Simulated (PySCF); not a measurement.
Molecule: `[SiH3]Sc1ccncc1`, C$_{5}$H$_{7}$NSSi.

Bonds (- single, = double, # triple, : aromatic): Si1-S2, S2-C3, C3:C4, C4:C5, C5:N6, N6:C7, C7:C8, C8:C3. Si1 carries H9, H10, H11; C4 carries H12; C5 carries H13; C7 carries H14; C8 carries H15.

Frames of a GFN2-xTB Langevin trajectory at 400 K; GIAO PBE0/pcSseg-1 shieldings in PySCF 2.14.0 with density-fitted response routines, gas phase, non-relativistic; equivalent atoms averaged within each frame.

Chemical shifts δ = σref − σ; $^{29}$Si (349.16 ppm) and $^{13}$C (186.93 ppm) and $^{1}$H (31.72 ppm) against TMS; CS2 for $^{33}$S (503.73 ppm); $^{15}$N (267.73 ppm) against NH3, all at this level. The references are static minima.

Problem. How do the shifts (ppm) fluctuate along the trajectory?

Solution. 
```
         time (fs)    Si1    S2  C5/C7     C3  C4/C8     N6  H13/H14  H12/H15  H9/H10/H11
optimised geometry  -63.9   -87  155.1  154.4  127.3  345.0     8.75     7.17        4.78
               250  -70.0  -106  154.7  145.2  127.4  332.3     8.84     7.16        4.61
               425  -48.7   -54  164.5  151.7  130.1  364.3     9.46     7.07        4.98
               625  -27.8   -16  164.7  170.7  133.6  381.4     9.43     8.08        5.37
               800  -46.0   -74  154.4  158.5  133.7  355.6     8.60     7.76        5.02
              1000  -59.4   -24  158.5  151.5  131.9  348.3     9.42     7.69        5.47
    mean of frames  -50.4   -55  159.3  155.5  131.4  356.4     9.15     7.55        5.09
standard deviation   15.8    37    5.0    9.7    2.6   18.3     0.40     0.42        0.34
```

5 frames give an uncertainty of the mean of about the standard deviation over 2.2 at best, since frames this close in time may not be independent; classical motion lacks zero-point vibration, and the reference would need the same averaging.
